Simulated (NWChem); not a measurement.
Correlation energy of CNO

```xyz
3

N      0.0000     0.0000     1.2646
C      0.0000     0.0000     0.0391
O      0.0000     0.0000    -1.1358
```
Charge 0, spin multiplicity 2.

The numbers come from NWChem runs, not from measurements. All single points use one geometry, from UPBE0/def2-SVP, a minimum by its harmonic frequencies.

Basis set: def2-TZVP. Each correlation energy counts from its own Hartree-Fock reference.

| method | correlation energy (mHa) | remark |
|---|---|---|
| UMP2 | -518.3 | - |
| CCSD on ROHF | -542.3 | large amplitudes |
| CCSD[T] on ROHF | -573.2 | large amplitudes |
| CCSD(T) on ROHF | -570.2 | large amplitudes |
| SCS-UMP2 | -503.3 | - |

The values span 69.9 mHa, from CCSD[T] on ROHF (lowest) to SCS-UMP2 (highest). 

The correlated methods keep 3 core orbitals frozen. The structure started from a generated list of species. The unpaired electrons of the parent sit in orbitals of symmetry b1 (C2v labels of the run); other states weren't searched. No SCF solution was tested for a lower state. Open-shell Hartree-Fock references start from PBE0 orbitals. Coupled-cluster values serve here as a point of comparison, not as the truth.
